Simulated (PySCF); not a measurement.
# Chlorine: a sound run and one with changed settings

Sound run: Cl⁺ [Ne] 3s2 3p4, Cl²⁺ [Ne] 3s2 3p3. Calculation: PySCF 2.14, in x2c-SVPall (4s3p1d, 18 functions); scalar relativity by spin-free X2C-1e. The sound run starts from symmetry-adapted Hartree-Fock orbitals and uses a fine grid where one is needed.

Changed run: 6 angular points. This setting is unsound on purpose.

```
species  method  sound run (hartree)  changed run (hartree)  converged
    Cl⁺     UHF           -460.28006             -460.28006        yes
    Cl⁺   B3LYP           -460.93419             -460.95652        yes
    Cl⁺  M06-2X           -460.91452             -460.91692        yes
   Cl²⁺     UHF           -459.44513             -459.44513        yes
   Cl²⁺   B3LYP           -460.04853             -460.04853        yes
   Cl²⁺  M06-2X           -460.03420             -460.03420        yes
```

Ionisation energy of Cl⁺:

```csv
method,sound run (eV),changed run (eV)
UHF,22.720,22.720
B3LYP,24.100,24.708
M06-2X,23.955,24.020
```

A coarse angular grid integrates products of high-l functions wrongly, so density functionals can shift, and the SCF can exploit the error; Hartree-Fock and MP2 need no grid.

For comparison, NIST gives 23.814 eV between the lowest levels.
